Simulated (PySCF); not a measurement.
A calculated (M06-L, PySCF 2.14, x2c-TZVPPall with one added diffuse shell each of s, p, d type, the spin-free X2C one-electron Hamiltonian (Gaussian nucleus)) atom or ion has these occupied shells.

```json
{"shell": "1s α", "electrons": "1", "orbital energy (eV)": "-748.36", "rms radius, mean of both spins (bohr)": "0.204"}
{"shell": "1s β", "electrons": "1", "orbital energy (eV)": "-745.46", "rms radius, mean of both spins (bohr)": "0.204"}
{"shell": "2s α", "electrons": "1", "orbital energy (eV)": "-94.424", "rms radius, mean of both spins (bohr)": "0.955"}
{"shell": "2s β", "electrons": "1", "orbital energy (eV)": "-88.523", "rms radius, mean of both spins (bohr)": "0.955"}
{"shell": "2p α", "electrons": "2", "orbital energy (eV)": "-76.080", "rms radius, mean of both spins (bohr)": "0.905"}
```

Task: Name the element and its charge.

Result: F³⁺ (fluorine, charge +3), in [He] 2s2 2p2, high-spin 3P determinant.
